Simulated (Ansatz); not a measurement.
## Abstraction of Br: SiH2(CH3)Br + CCl2F → SiH2(CH3) + CBrCl2F

Species: SiH2(CH3)Br, singlet; CCl2F (dichlorofluoromethyl radical) `F[C](Cl)Cl`, doublet; SiH2(CH3), doublet; CBrCl2F (bromodichlorofluoromethane) `FC(Cl)(Cl)Br`, singlet. A radical takes Br: the energy is the difference in strength between the Si–Br bond broken and the C–Br bond made.

Shapes, held fixed at every level: PBE0-D4/def2-TZVP. Programs: Ansatz 0.2.0. The zero-point and thermal change to 298 K, harmonic and unscaled (PBE0-D4/def2-TZVP), is -3.4 kJ/mol.

Q: Estimate ΔH(298 K) of this reaction.

A: The highest level, CCSD(T)/def2-TZVPP, gives ΔH(298 K) = +148.8 kJ/mol; the levels span +134.3 to +193.9. The column of differences is taken from that level and isn't an error. No measured value is set beside it here. Open shells run unrestricted unless RO is named. Relativity is left out for Br unless named. Correlated rows may include outer-core shells of Br, which these sets cover unevenly.

```csv
level,kind,ΔH(298 K) (kJ/mol),less CCSD(T)/def2-TZVPP
HF/def2-SVP,Hartree–Fock,+189.9,+41.1
HF/def2-TZVPP,Hartree–Fock,+193.9,+45.1
SPW92/def2-TZVPP,LDA,+134.3,-14.5
PBE0-D4/def2-TZVPP,global hybrid,+153.8,+5.0
wB97X-V/def2-TZVPP,range-separated hybrid,+160.2,+11.4
B2PLYP/def2-TZVPP,double hybrid,+157.2,+8.4
MP2/def2-SVP,perturbation theory,+137.5,-11.3
CCSD(T)/def2-TZVPP,coupled cluster or CI,+148.8,0.0
```
